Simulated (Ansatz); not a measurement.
Reaction (isomerisation): `C[CH2][AlH][O][SiH3]` → `CO[CH2][AlH][SiH3]`

Gas-phase electronic energies from Ansatz, PBE0-D4/def2-TZVP geometries. CBS: MP2 limit from def2 TZ/QZ plus the TZ coupled-cluster correction, frozen cores. Functionals use def2-TZVPP. B3LYP here is the variant with VWN-RPA as its local correlation; programs differ in this. One conformer a species, not always the lowest.

(1) Is it downhill or uphill in electronic energy at CCSD(T)/CBS, and by how much? (Estimate.)

(2) What do these levels give: PBE0-D4, ωB97M-V, B3LYP, HF/def2-TZVPP, HF/def2-QZVPP, CCSD/CBS(def2)? (Best estimate.)

Largest T1 diagnostic among the species: 0.012.

Answers

(1) Computed: Uphill: ΔE = +394.0 kJ/mol.

(2) The calculation gave: PBE0-D4 363.0, ωB97M-V 389.8, B3LYP 383.4, HF/def2-TZVPP 413.0, HF/def2-QZVPP 416.7, CCSD/CBS(def2) 399.2 kJ/mol.

From PBE to PBE0 (25 % exact exchange), in def2-TZVPP and without D4, ΔE moves by +16.7 kJ/mol.
